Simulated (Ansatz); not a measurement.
`C=C[SiH](C)O[SiH3]` + `BN[SiH2][SiH3]` → `BN(C=C)[SiH2][SiH3]` + `C[SiH2]O[SiH3]`  (substitution at a C–Si bond)

Isolated molecules relaxed with PBE0-D4/def2-TZVP in Ansatz; ΔE leaves out vibrations. CBS: MP2 limit from def2 TZ/QZ plus the TZ coupled-cluster correction, frozen cores. This one scheme is used for every species. Functionals use def2-TZVPP. B3LYP here is the variant with VWN-RPA as its local correlation; programs differ in this. One conformer a species, not always the lowest.

`C=C[SiH](C)O[SiH3]`:

Cartesian coordinates in Å:
```
C -2.308 -0.027 0.342
C -1.535 0.803 -0.353
Si 0.312 0.637 -0.458
C 0.868 0.313 -2.201
O 0.789 -0.614 0.493
Si 1.220 -1.042 2.007
H -1.891 -0.863 0.897
H -3.388 0.085 0.389
H -2.016 1.622 -0.888
H 0.943 1.891 0.047
H 0.441 -0.622 -2.573
H 0.547 1.121 -2.863
H 1.957 0.241 -2.256
H 1.590 0.156 2.807
H 0.088 -1.737 2.675
H 2.382 -1.964 1.936
```

`BN[SiH2][SiH3]`:

Z-matrix (Å, degrees):
```
Si
N 1 1.751
Si 1 2.344 2 111.0
H 1 1.490 2 109.6 3 120.2
H 1 1.483 2 107.1 3 -121.4
B 2 1.399 1 126.8 3 114.5
H 2 1.011 1 116.5 3 -63.9
H 3 1.488 1 110.6 2 -63.2
H 3 1.488 1 110.5 2 176.0
H 3 1.490 1 109.9 2 56.4
H 6 1.198 2 119.0 1 1.3
H 6 1.198 2 119.6 1 -178.7
```

`BN(C=C)[SiH2][SiH3]`:

```xyz
16

B     1.111   -1.738   -1.224
N     0.737   -0.763   -0.279
C     1.595    0.310   -0.001
C     1.392    1.260    0.907
Si   -0.848   -0.824    0.513
Si   -2.151    1.039   -0.074
H     0.370   -2.644   -1.459
H     2.170   -1.629   -1.773
H     2.491    0.317   -0.614
H     2.120    2.050    1.031
H     0.525    1.284    1.558
H    -0.667   -0.884    1.990
H    -1.492   -2.076    0.054
H    -3.588    0.666    0.039
H    -1.902    2.206    0.813
H    -1.865    1.426   -1.482
```

`C[SiH2]O[SiH3]`:

Z-matrix (Å, degrees):
```
C
Si 1 1.856
H 1 1.092 2 110.9
H 1 1.093 2 110.3 3 -119.8
H 1 1.092 2 110.9 3 120.4
O 2 1.640 1 109.0 3 -60.2
H 2 1.489 1 110.7 3 179.8
H 2 1.489 1 110.7 3 59.8
Si 6 1.632 2 145.8 1 179.9
H 9 1.483 6 108.3 2 -179.8
H 9 1.487 6 110.4 2 -60.0
H 9 1.487 6 110.4 2 60.4
```

| level | ΔE (kcal/mol) | difference from CCSD(T)/CBS |
| --- | --- | --- |
| PBE0-D4 | 10.6 | -1.3 |
| r2SCANh-D4 | 11.2 | -0.7 |
| PBE | 10.6 | -1.3 |
| r2SCAN | 11.2 | -0.7 |
| B3LYP | 12.0 | 0.1 |
| r2SCAN0 | 11.5 | -0.4 |
| CAM-B3LYP | 11.7 | -0.2 |
| HF/def2-SVP | 11.4 | -0.5 |
| CCSD/def2-SVP | 9.3 | -2.6 |
| CCSD(T)/def2-TZVPP | 11.4 | -0.5 |
| CCSD(T)/CBS | 11.9 | 0 |

Largest T1 diagnostic among the species: 0.014.

In def2-TZVPP, CCSD(T) changes the Hartree–Fock value by −2.0 kcal/mol (the triples alone add −0.6 kcal/mol) and MP2 by −2.5 kcal/mol. Leaving LDA and LC-ωPBE aside and taking each functional with its dispersion term where it has one, the values, not all of them listed here, spread over 2.2 kcal/mol, from revPBE-D4 to ωB97M-V. LDA lies −3.4 kcal/mol from PBE without D4.
